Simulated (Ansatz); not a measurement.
A structure relaxed at PBE0-D4/def2-TZVP, charge 0, multiplicity 1:

```xyz
14

B    -1.044   -0.318   -2.491
C     0.018    0.233   -1.536
Si   -0.120   -0.653    0.134
N     0.973    0.010    1.293
Al    0.617    0.844    2.829
H    -2.132    0.181   -2.550
H    -0.831   -1.297   -3.149
H    -0.101    1.291   -1.282
H     1.049    0.028   -1.846
H     0.150   -2.100   -0.090
H    -1.485   -0.491    0.697
H     1.952   -0.111    1.067
H    -0.896    1.067    3.223
H     1.851    1.316    3.701
```

**Question.** Give its formula and SMILES.

**Answer.** CH9AlBNSi, `BC[SiH2][NH][AlH2]`.

**Question.** Point group (tolerance 0.08 Å, 0.16 Å for H)?

**Answer.** C1.

**Question.** Summarise the bond lengths by kind.

**Answer.** 1 × B–C 1.531 Å; 2 × B–H 1.198 to 1.199 Å; 1 × C–Si 1.895 Å; 2 × C–H 1.094 to 1.096 Å; 1 × N–Si 1.726 Å; 2 × H–Si 1.485 to 1.489 Å; 1 × Al–N 1.783 Å; 1 × H–N 1.013 Å; 2 × Al–H 1.580 to 1.583 Å.

Computed with Ansatz.
